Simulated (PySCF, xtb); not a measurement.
CH2Cl, SMILES [CH2]Cl (connectivity only; charge and spin as stated), charge +1, multiplicity 1.

Harmonic wavenumbers (cm⁻¹) from GFN2-xTB (xtb 6.7.1) at its own minimum, in rising order: 965, 982, 1021, 1322, 2885, 2916.

Problem. What does B3LYP-D3(BJ)/def2-TZVP (PySCF) give at its own minimum? (Estimate from the structure and the level; the computed values follow.)

Solution. 1047, 1047, 1153, 1476, 3083, 3218. Paired by order, the mean absolute difference is 155 cm⁻¹ and the zero-point energies are 14.4 and 15.8 kcal/mol.
